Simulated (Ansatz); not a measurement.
Consider the formal exchange of groups at a Ge–H bond: `[OH][GeH3]` + `FCC[SiH3]` → `[OH][GeH2][CH2][SiH3]` + `CF`.

Computed with Ansatz on PBE0-D4/def2-TZVP structures; ΔE is electronic, products minus reactants. CCSD(T)/CBS adds triple-zeta CCSD(T) − MP2 to the extrapolated MP2 energy (def2 sets, frozen cores). This one scheme is used for every species. DFT in def2-TZVPP. B3LYP here is the variant with VWN-RPA as its local correlation; programs differ in this. For Ge outer-core shells are correlated without core-valence functions, which leaves a few kJ/mol of doubt a bond. Scalar relativity is left out up to krypton. One conformer a species, not always the lowest.

`[OH][GeH3]`:

```xyz
6

O     0.054    1.214   -0.637
Ge    0.049   -0.279    0.337
H    -0.263    1.073   -1.532
H     0.581    0.159    1.704
H     0.965   -1.334   -0.313
H    -1.386   -0.833    0.441
```

`FCC[SiH3]`:

Z-matrix (Å, degrees):
```
C
C 1 1.510
F 1 1.388 2 110.2
H 1 1.094 2 112.0 3 119.1
H 1 1.095 2 111.3 3 -118.9
Si 2 1.886 1 114.0 3 53.9
H 2 1.096 1 108.5 3 174.4
H 2 1.095 1 110.2 3 -69.2
H 6 1.488 2 109.5 1 50.3
H 6 1.483 2 111.9 1 -70.9
H 6 1.488 2 108.9 1 169.0
```

`[OH][GeH2][CH2][SiH3]`:

```xyz
12

O    -1.501   -1.358    1.183
Ge   -0.845   -1.185   -0.467
C    -0.217    0.649   -0.719
Si    1.225    1.096    0.381
H    -0.836   -1.218    1.861
H    -2.038   -1.522   -1.372
H     0.317   -2.181   -0.675
H    -1.062    1.314   -0.519
H     0.068    0.781   -1.767
H     2.423    0.301   -0.002
H     0.903    0.779    1.801
H     1.564    2.542    0.297
```

`CF`:

```xyz
5

C     0.005   -0.045   -0.041
F    -0.115    0.969    0.882
H    -0.990   -0.417   -0.294
H     0.604   -0.851    0.390
H     0.496    0.343   -0.936
```

```
             level  ΔE (kJ/mol)  difference from CCSD(T)/CBS
            PBE-D4        -32.0                          6.8
         r2SCAN-D4        -32.7                          6.1
           PBE0-D4        -33.3                          5.5
          B3LYP-D4        -32.9                          5.9
           ωB97X-V        -30.2                          8.6
           ωB97M-V        -31.9                          6.9
            B2PLYP        -32.7                          6.1
               PBE        -29.2                          9.6
            r2SCAN        -31.9                          6.9
              PBE0        -30.5                          8.3
             B3LYP        -28.2                         10.6
     HF/def2-TZVPP        -27.6                         11.2
    MP2/def2-TZVPP        -41.4                         -2.6
SCS-MP2/def2-TZVPP        -37.7                          1.1
   CCSD/def2-TZVPP        -35.8                          3.0
CCSD(T)/def2-TZVPP        -37.0                          1.8
     HF/def2-QZVPP        -27.1                         11.7
    MP2/def2-QZVPP        -42.3                         -3.5
SCS-MP2/def2-QZVPP        -38.4                          0.4
      HF/CBS(def2)        -27.1                         11.7
     MP2/CBS(def2)        -43.2                         -4.4
    CCSD/CBS(def2)        -37.6                          1.2
       CCSD(T)/CBS        -38.8                            0
```

Largest T1 diagnostic among the species: 0.011.

In def2-TZVPP, CCSD(T) changes the Hartree–Fock value by −9.5 kJ/mol (the triples alone add −1.2 kJ/mol) and MP2 by −13.9 kJ/mol. The D4 term adds −4.7 kJ/mol with B3LYP and −2.7 kJ/mol with PBE0; it sums over pairs of atoms, weighted by their polarisabilities, and B3LYP, whose exchange is more repulsive, gets the larger term.
